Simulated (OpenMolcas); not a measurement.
Ce3+: ligand-field states by method

Ce3+ with 6 ligands (oxide) in trigonal antiprismatic coordination (D3d) at 2.39 Å, a polar angle of 55.8° against the regular 54.74°. A charge of +1.5 e stands 2.8 Å behind each ligand. Ligand basis ANO-RCC-VDZP.

- Program: OpenMolcas 26.06
- Basis: ANO-RCC-VDZP [7s6p4d2f1g]
- Scalar Hamiltonian: DKH2, point nucleus
- Active space: 1 electron in 7 orbitals (4f)
- State averaging: 2S+1 = 2 odd, 7 roots
- Spin-orbit coupling: RASSI with atomic mean-field integrals over the reference wave functions

I. CASSCF
II. SS-CASPT2, IPEA 0.25 Eh, imaginary shift 0.1 Eh (closed shells correlated: 5s 5p and the ligand valence shells)

Spin-free states (labels of D3, the rotations of D3d) in cm-1, each column counted from its own energy of the first state listed:

```tsv
State	Degeneracy	I	II
2A2	1	0	0
2E	2	673	610
2A1	1	814	980
2E	2	1502	1400
2A2	1	1615	1680
```

From I to II, I's first state of the same spin (2E) moves from 673 to 610 cm-1, by about -67 cm-1.

With spin-orbit coupling the lowest J multiplet is 858 (I), 920 (II) cm-1 wide, a factor of 1.07 from I to II.

χT at 300 K: I 0.45, II 0.47 cm3 K/mol.

Roots that are degenerate in the reference are averaged as groups; the widest CASPT2 spread within a group is 41 cm-1 (the 2-fold group of multiplicity 2 near 606 cm-1 above the lowest state of its run, II). Shifts and gaps below about the spread of the groups concerned are not significant. Over all roots computed the reference weight is 0.63 in II; a low but even weight reflects the number of correlated electrons. The oxide ions are held by bare point charges, a crude embedding. Splittings of an f shell from a small cluster at a set distance can be off by tens of per cent, mostly too small (holds for II). No measured value stands beside these numbers; the geometry was imposed, not optimised, and the real ion may take another.
